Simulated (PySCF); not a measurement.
**Working out the excitation energy of B**

B [He] 2s2 2p1 (2P) → B [He] 2s1 2p1 3d1 (high-spin determinant). Computed with PySCF 2.14 in aug-cc-pCVTZ-DK, with scalar relativity by spin-free X2C-1e. Frozen: nothing. Energies in hartree (1 hartree = 27.21139 eV):

```tsv
part	B (lower)	B (upper)
UHF	-24.538927	-24.137998
MP2 opposite-spin	-0.083248	-0.040775
MP2 same-spin	-0.005406	-0.008362
```

What does Hartree-Fock give?

(-24.137998) − (-24.538927) = 0.400929 hartree = 10.910 eV.

What do MP2 and SCS-MP2 (6/5 opposite-spin, 1/3 same-spin) give?

The opposite-spin parts differ by 1.156 eV and the same-spin parts by -0.080 eV. MP2: 10.910 + (1.156) + (-0.080) = 11.986 eV. SCS-MP2: 10.910 + 1.2 × (1.156) + (-0.080)/3 = 12.271 eV.

One determinant mixes LS terms, so it does not stand for a single term.

The upper state lies above the first ionisation limit, but in LS coupling its spin forbids autoionisation to the ground ion. A Rydberg-like electron needs more diffuse functions than a valence basis has.
